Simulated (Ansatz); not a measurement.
Geometry optimisation, RKS PBE/def2-SVP in Ansatz.

The input (input.yaml):

```yaml
crystal:
  periodic: [false, false, false]
  atoms:
    - { symbol: Zr, position_ang: [0.0, 0.0, 0.0] }
    - { symbol: F, position_ang: [0.0, 0.0, 2.33] }
    - { symbol: Cl, position_ang: [2.3764, 0.0, -0.8392] }
    - { symbol: Cl, position_ang: [-1.1869, 2.0563, -0.8392] }
    - { symbol: Cl, position_ang: [-1.1869, -2.0563, -0.8392] }
    - { symbol: O, position_ang: [-2.2491, 0.0, 0.7473] }
    - { symbol: Al, position_ang: [-3.5628, -0.9643, 0.0314] }
    - { symbol: H, position_ang: [-3.2937, -2.4314, -0.4258] }
    - { symbol: H, position_ang: [-4.9834, -0.3425, -0.1389] }
    - { symbol: H, position_ang: [-1.3253, 0.0, 1.9476] }
basis:
  gaussian: { orbitals: def2-SVP }
hamiltonian:
  xc: pbe
relax:
  f_tol: 0.15
  max_steps: 25
  restrain:
    - { distance: [0, 5], at: 3.27, k: 30.0 }
    - { distance: [9, 1], at: 2.12, k: 30.0 }
    - { distance: [0, 1], at: 1.98, k: 30.0 }
    - { distance: [9, 5], at: 1.01, k: 30.0 }
```

Run as:

```bash
$ ansatz run input.yaml --threads 4 --pin off --max-ram 5120MiB --backend cpu --events-out ev --progress --plain --runs-dir out
```

**Question.** Where does it end, and by what steps?

**Answer.** It converged. The restraints hold the end off the free minimum; the threshold counts their pulls, which the force column leaves out. Restrained pairs: Zr1–O6 (2.37 → 3.25 Å), F2–H10 (1.38 → 2.13 Å), Zr1–F2 (2.33 → 1.95 Å), O6–H10 (1.51 → 0.99 Å). After 16 steps the energy has fallen by 3.776 eV (the restraints' own energy left out); H8 moved furthest, 1.14 Å.

| step | energy less start (eV) | largest force component (eV/Å) | accepted |
| --- | --- | --- | --- |
| 0 | 0.0000 | 2.975 | yes |
| 1 | -0.5767 | 3.716 | yes |
| 2 | -1.5446 | 4.343 | yes |
| 3 | -2.5284 | 3.662 | yes |
| 4 | -3.2234 | 1.091 | yes |
| 5 | -3.4507 | 1.159 | yes |
| 6 | -3.5446 | 0.933 | yes |
| 7 | -3.6055 | 0.989 | yes |
| 8 | -3.6452 | 1.008 | yes |
| 9 | -3.6780 | 1.052 | yes |
| 10 | -3.7070 | 1.082 | yes |
| 11 | -3.7141 | 1.201 | yes |
| 12 | -3.7170 | 1.089 | no |
| 13 | -3.7475 | 1.127 | yes |
| 14 | -3.7614 | 1.151 | yes |
| 15 | -3.7742 | 1.204 | yes |
| 16 | -3.7764 | 1.075 | yes |

```xyz
10
Properties=species:S:1:pos:R:3
Zr 0.093 0.203 -0.160
F -0.031 -0.171 1.748
Cl 2.285 -0.274 -0.809
Cl -0.268 2.454 -0.676
Cl -1.254 -1.300 -1.467
O -2.811 0.050 1.294
Al -3.482 -1.195 0.247
H -3.346 -2.729 0.674
H -4.451 -0.617 -0.874
H -2.147 -0.159 1.998
```

The run took 56 s on 4 threads of Arm Neoverse V1, on a shared host, peak memory 0.24 GiB.
